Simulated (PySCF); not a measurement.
C6H7NS.
Geometry (PBE0-D3(BJ)/def2-SVP, Å), atoms numbered from 1 in this order:
```
atom  x, y, z in Å
C1     3.1961   -0.0137   -0.3397
N2     1.8160    0.3076   -0.5341
C3     0.9432   -0.2803    0.1757
C4    -0.4774   -0.0160    0.0436
C5    -1.5164   -0.5883    0.7471
C6    -2.7856   -0.0919    0.3534
C7    -2.6845    0.8486   -0.6419
S8    -1.0589    1.1366   -1.1058
H9     3.7574    0.8998   -0.0812
H10    3.6289   -0.3792   -1.2860
H11    3.3790   -0.7735    0.4472
H12    1.2114   -1.0359    0.9437
H13   -1.3601   -1.3417    1.5209
H14   -3.7339   -0.4134    0.7852
H15   -3.4943    1.3909   -1.1289
```

Computed with TDDFT wB97X-D/def2-SVPD, vertical, gas phase, core orbitals frozen in the response in PySCF 2.14.0, density-fitted response routines.

Transition dipole moments from the ground state, in atomic units and in the frame of the coordinates above (overall signs are arbitrary), for the states with f of 0.002 or more among the lowest 10:

| state | E (eV) | μx | μy | μz |
| --- | --- | --- | --- | --- |
| S2 | 4.746 | 1.618 | -0.298 | 0.147 |
| S3 | 5.307 | -0.801 | -0.344 | 0.441 |
| S7 | 6.972 | 0.756 | 0.349 | -0.442 |
| S9 | 7.245 | -0.980 | -0.139 | 0.247 |
| S10 | 7.361 | 0.018 | 0.196 | 0.190 |

Task: Work out the oscillator strengths.

Result: f = (2/3) ΔE |μ|² with ΔE in hartree (27.2114 eV).

| state | \|μ\|² (au) | \|μ\| (D) | f |
| --- | --- | --- | --- |
| S2 | 2.729 | 4.20 | 0.317 |
| S3 | 0.954 | 2.48 | 0.124 |
| S7 | 0.889 | 2.40 | 0.152 |
| S9 | 1.042 | 2.59 | 0.185 |
| S10 | 0.075 | 0.69 | 0.013 |

Task: The point group is Cs. Which irreducible representation does each state belong to?

Result: The ground state is totally symmetric, so the direction of μ fixes the label. Polarised normal to the mirror plane, so A″: S10. Polarised in the mirror plane, so A′: S2, S3, S7 and S9.

Task: What angle do the transition dipoles of S2 and S3 make?

Result: |cos θ| = |μa·μb| / (|μa| |μb|) = 0.70, so θ ≈ 46° (taken between 0 and 90°, since the signs are arbitrary).

Task: What peak molar absorption coefficient would the strongest computed level give as a lone Gaussian band 0.5 eV wide at half height?

Result: ε(max) = 2.175×10⁸ f / FWHM, with the width in cm⁻¹. S2: 2.175×10⁸ × 0.3173 / 4033 ≈ 17000 L mol⁻¹ cm⁻¹.

The vertical ionisation energy (ΔSCF) is 8.44 eV, 1.08 eV above S10.

One conformer stands for the species.
